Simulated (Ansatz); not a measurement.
Correlation energies of CH$_{3}$FOSi (`CO[Si]F`) by basis set

```xyz
7

C    -0.489    0.215    0.625
O     0.549    0.746   -0.178
Si    1.418    0.133   -1.410
F     0.803   -1.360   -1.560
H    -0.731   -0.810    0.339
H    -0.174    0.235    1.670
H    -1.376    0.841    0.515
```

Total charge 0; spin multiplicity 1. The structure was optimised at the PBE0-D4/def2-TZVP level. It is one conformer, not always the lowest. Frozen core, restricted reference, Ansatz 0.2.0. CBS rows extrapolate triple and quadruple zeta; past MP2 they add the triple-zeta difference.

```
     basis     HF (Eh)  MP2 corr.  CCSD corr.       (T)  CCSD(T) total
  def2-SVP  -502.64817   -0.58917    -0.62035  -0.01440     -503.28292
def2-TZVPP  -503.02690   -0.75841    -0.78148  -0.02780     -503.83618
def2-QZVPP  -503.04672   -0.82126           –         –              –
 CBS(def2)  -503.04945   -0.86781    -0.89088     as TZ     -503.96813
```
